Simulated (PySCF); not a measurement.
Input file for PySCF: D3(BJ) and D4 dispersion corrections on H2O (SMILES O).

```python
from pyscf import gto
from pyscf.dispersion import dftd3, dftd4

mol = gto.M(
    atom='''
    O    -0.00000000    0.00000000    0.38961139
    H     0.00000000    0.76498632   -0.19485569
    H     0.00000000   -0.76498632   -0.19485569
    ''',
    basis='def2-svp',
    charge=0, spin=0, verbose=0, max_memory=1800)
d3, d4 = {}, {}
for xc in ['hf', 'pbe', 'blyp', 'revpbe', 'tpss', 'r2scan', 'b3lyp', 'pbe0', 'bhlyp', 'camb3lyp', 'b2plyp']:
    d3[xc] = float(dftd3.DFTD3Dispersion(mol, xc=xc, version='d3bj', atm=False).get_dispersion()['energy'])
    print(f'D3(BJ) {xc:10s} {d3[xc]:14.8f} Eh')
for xc in ['hf', 'pbe', 'blyp', 'revpbe', 'tpss', 'r2scan', 'b3lyp', 'pbe0', 'bhlyp', 'camb3lyp', 'b2plyp']:
    d4[xc] = float(dftd4.DFTD4Dispersion(mol, xc={'camb3lyp': 'cam-b3lyp'}.get(xc, xc), atm=True).get_dispersion()['energy'])
    print(f'D4     {xc:10s} {d4[xc]:14.8f} Eh')
```

It printed:

```
D3(BJ) hf            -0.00450233 Eh
D3(BJ) pbe           -0.00035943 Eh
D3(BJ) blyp          -0.00071916 Eh
D3(BJ) revpbe        -0.00106188 Eh
D3(BJ) tpss          -0.00042042 Eh
D3(BJ) r2scan        -0.00008484 Eh
D3(BJ) b3lyp         -0.00057383 Eh
D3(BJ) pbe0          -0.00027686 Eh
D3(BJ) bhlyp         -0.00040942 Eh
D3(BJ) camb3lyp      -0.00021234 Eh
D3(BJ) b2plyp        -0.00023428 Eh
D4     hf            -0.00098317 Eh
D4     pbe           -0.00019578 Eh
D4     blyp          -0.00047287 Eh
D4     revpbe        -0.00094918 Eh
D4     tpss          -0.00026710 Eh
D4     r2scan        -0.00004686 Eh
D4     b3lyp         -0.00031026 Eh
D4     pbe0          -0.00015671 Eh
D4     bhlyp         -0.00018233 Eh
D4     camb3lyp      -0.00014972 Eh
D4     b2plyp        -0.00013382 Eh
```

The run finished.

Cost: about 0.020 core-seconds (a rough figure).
